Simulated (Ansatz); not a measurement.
Cost and result up the ladder for (Cl)2Hf(OSiH2)2O (HfSi2Cl2O3H4) (12 atoms). Charge 0, multiplicity 1. Geometry: B3LYP-D4/def2-SVP.

```xyz
12

Hf   -1.391    1.181   -0.622
Cl   -3.309    0.390   -1.774
Cl   -1.301    3.528   -0.285
O     0.231    0.545   -1.469
Si    1.493   -0.469   -1.025
O     1.168   -0.992    0.522
Si   -0.001   -0.799    1.692
O    -1.158    0.237    1.054
H     2.762    0.296   -1.033
H     1.532   -1.632   -1.943
H     0.600   -0.178    2.896
H    -0.627   -2.109    1.988
```

Ansatz on 4 threads of Arm Neoverse N1 on a shared host. Times are rough, and most runs start from the orbitals of an earlier one. PBE0-D4/def2-TZVPD serves as the yardstick here, not as an exact answer. Differences are given only for rows in sets of like size (and for xTB, whose basis is part of the method), since another set adds its own error. Binding counts from free atoms at the same level (Hf triplet, Cl doublet, O triplet, Si triplet, H doublet; other spins of the atoms weren't run), without zero-point energy or a counterpoise term.

In the def2 sets Hf takes a core potential; there is no spin–orbit coupling. Correlated methods freeze 23 core orbitals; core or outer-core shells of Hf are correlated, in sets that lack core-valence functions. The rows differ in basis, and correlated rows in double-zeta sets carry the largest basis error.

Correlated methods converge slowly with the basis, most of all in double-zeta sets.

| level | functions | wall time | binding energy per atom (eV) | difference from PBE0-D4/def2-TZVPD (eV) |
| --- | --- | --- | --- | --- |
| PBE-D4/def2-SVP | 166 | 4.6 s | 4.50 | – |
| PBE0-D4/def2-SVP | 166 | 7.5 s | 4.39 | – |
| BLYP-D4/def2-TZVP | 305 | 8.5 s | 4.44 | 0.02 |
| PBE-D4/def2-TZVP | 305 | 9.5 s | 4.51 | 0.09 |
| HF/def2-TZVP | 305 | 12 s | 3.36 | -1.06 |
| PBE-D4/def2-TZVPD | 377 | 14 s | 4.51 | 0.09 |
| MP2/def2-TZVP | 305 | 16 s | 4.52 | 0.10 |
| PBE0-D4/def2-TZVP | 305 | 17 s | 4.42 | 0.00 |
| r2SCAN-D4/def2-TZVP | 305 | 20 s | 4.52 | 0.10 |
| PBE0-D4/def2-TZVPD | 377 | 30 s | 4.42 | 0.00 |
| CCSD(T)/def2-SVP | 166 | 2.1 min | 4.21 | – |
